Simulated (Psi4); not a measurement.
C$_{4}$H$_{9}$O$_{2}$ (SMILES CO[CH]COC), doublet, geometry from GFN2-xTB; MP2/STO-3G (Psi4 1.11).

Psi4 was given this input:
```
memory 2 GB

molecule {
0 2
C     2.44129226    0.10115715   -0.14365186
O     1.56726821   -0.94954595   -0.46138878
C     0.22932293   -0.77598112   -0.22669731
C    -0.32239378    0.22871530    0.72742444
O    -1.73011919    0.27144562    0.68370228
C    -2.23395775    0.78719933   -0.52420138
H     2.43834871    0.31924637    0.92939839
H     3.43408012   -0.23362932   -0.44167811
H     2.19011721    1.01479636   -0.69366486
H    -0.31292108   -1.69511218   -0.37458880
H     0.09124656    1.23322774    0.52733650
H    -0.09077691   -0.02608709    1.77733696
H    -1.88811586    0.19943457   -1.38112938
H    -1.92659121    1.83183747   -0.66456328
H    -3.31816179    0.73454499   -0.45419885
}

set {
  basis sto-3g
  reference uhf
}

energy('mp2')
print_variables()
```

Task: What does Psi4 print? Leave out banner, timings and long lists.

Result: 
```
    SCF Algorithm Type (re)set to DF.

   => Loading Basis Set <=

    Name: STO-3G
    Role: ORBITAL
    Keyword: BASIS

         ---------------------------------------------------------
                                   SCF
               by Justin Turney, Rob Parrish, Andy Simmonett
                          and Daniel G. A. Smith
                              UHF Reference
         ---------------------------------------------------------

  ==> Geometry <==

    Molecular point group: c1
    Full point group: C1

    Geometry (in Angstrom), charge = 0, multiplicity = 2:

       Center              X                  Y                   Z               Mass
    ------------   -----------------  -----------------  -----------------  -----------------
         C            2.448159161994     0.138753888126    -0.152281415635    12.000000000000
         O            1.574135111994    -0.911949211874    -0.470018335635    15.994914619570
         C            0.236189831994    -0.738384381874    -0.235326865635    12.000000000000
         C           -0.315526878006     0.266312038126     0.718794884365    12.000000000000
         O           -1.723252288006     0.309042358126     0.675072724365    15.994914619570
         C           -2.227090848006     0.824796068126    -0.532830935635    12.000000000000
         H            2.445215611994     0.356843108126     0.920768834365     1.007825032230
         H            3.440947021994    -0.196032581874    -0.450307665635     1.007825032230
         H            2.196984111994     1.052393098126    -0.702294415635     1.007825032230
         H           -0.306054178006    -1.657515441874    -0.383218355635     1.007825032230
         H            0.098113461994     1.270824478126     0.518706944365     1.007825032230
         H           -0.083910008006     0.011509648126     1.768707404365     1.007825032230
         H           -1.881248958006     0.237031308126    -1.389758935635     1.007825032230
         H           -1.919724308006     1.869434208126    -0.673192835635     1.007825032230
         H           -3.311294888006     0.772141728126    -0.462828405635     1.007825032230

  Running in c1 symmetry.

  Rotational constants: A =      0.30944  B =      0.05606  C =      0.05484 [cm^-1]
  Rotational constants: A =   9276.68044  B =   1680.61048  C =   1643.98830 [MHz]
  Nuclear repulsion =  249.074154542487094

  Charge       = 0
  Multiplicity = 2
  Electrons    = 49
  Nalpha       = 25
[...]
  @DF-UHF Final Energy:  -302.48550474515901
    Total Energy =                       -302.4855047451590053
[...]
 Magnitude           :                                                    0.6353921

 ------------------------------------------------------------------------------------

  //>>>>>>>>>>>>>>>>>>>>>>>>>>>>>>>>>>>//
  //               DFMP2               //
  //<<<<<<<<<<<<<<<<<<<<<<<<<<<<<<<<<<<//

   => Loading Basis Set <=

    Name: (STO-3G AUX)
    Role: RIFIT
    Keyword: DF_BASIS_MP2

	 --------------------------------------------------------
	                          DF-MP2
	      2nd-Order Density-Fitted Moller-Plesset Theory

	        Rob Parrish, Justin Turney, Andy Simmonett,
	           Ed Hohenstein, and C. David Sherrill
	 --------------------------------------------------------

	 --------------------------------------------------------
	                 NBF =    39, NAUX =   414
	 --------------------------------------------------------
	   CLASS    FOCC     OCC    AOCC    AVIR     VIR    FVIR
	   ALPHA       0      25      25      14      14       0
	    BETA       0      24      24      15      15       0
	 --------------------------------------------------------

	-----------------------------------------------------------
	 ==================> DF-MP2 Energies <====================
	-----------------------------------------------------------
	 Reference Energy          =    -302.4855047451590053 [Eh]
	 Singles Energy            =      -0.0000000000000000 [Eh]
	 Same-Spin Energy          =      -0.0333421964008916 [Eh]
	 Opposite-Spin Energy      =      -0.2291579528598721 [Eh]
	 Correlation Energy        =      -0.2625001492607638 [Eh]
	 Total Energy              =    -302.7480048944197506 [Eh]
	-----------------------------------------------------------
	 ================> DF-SCS-MP2 Energies <==================
	-----------------------------------------------------------
	 SCS Same-Spin Scale       =       0.3333333333333333 [-]
	 SCS Opposite-Spin Scale   =       1.2000000000000000 [-]
	 SCS Same-Spin Energy      =      -0.0111140654669639 [Eh]
	 SCS Opposite-Spin Energy  =      -0.2749895434318466 [Eh]
	 SCS Correlation Energy    =      -0.2861036088988104 [Eh]
	 SCS Total Energy          =    -302.7716083540578325 [Eh]
	-----------------------------------------------------------

  Variable Map:
  ----------------------------------------------------------------------------
[...]
  Array Variable Map:
  ----------------------------------------------------------------------------
[...]
[...]
```
